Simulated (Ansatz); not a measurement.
C2H5ClSi, SMILES `CC[Si]Cl`. The species carries charge 0 and has multiplicity 1. The structure was optimised at the PBE0-D4/def2-TZVP level. It is one conformer, not always the lowest.

```xyz
9

C     0.406    0.549    0.661
C    -0.710   -0.275    0.043
Si   -0.545   -1.156   -1.625
Cl    1.408   -0.649   -2.173
H     0.108    0.971    1.624
H     0.696    1.374    0.008
H     1.300   -0.056    0.823
H    -1.035   -1.083    0.720
H    -1.629    0.324   -0.082
```

What is the dipole moment at ωB97M-V/def2-TZVPP? (An estimate is asked.)

Ansatz gave: 1.82 D, with components (-1.11, 0.34, 1.41) D in this frame, pointing from negative to positive charge.

And with PBE, r2SCAN, B3LYP? (An estimate is asked.)

The calculation gave: PBE 1.81 D, r2SCAN 1.89 D, B3LYP 1.82 D.

Give the Mulliken charges with ωB97M-V, r2SCAN, B3LYP in def2-TZVPP. (Best estimate.)

Ansatz gave: 
```
atom  ωB97M-V  r2SCAN  B3LYP
  C1    -0.31   -0.11  -0.23
  C2    -0.28   -0.18  -0.22
 Si3     0.28    0.30   0.29
 Cl4    -0.23   -0.26  -0.26
  H5     0.11    0.05   0.09
  H6     0.11    0.05   0.08
  H7     0.11    0.05   0.08
  H8     0.11    0.05   0.08
  H9     0.11    0.05   0.08
```

B3LYP here is the variant with VWN-RPA as its local correlation; programs differ in this.
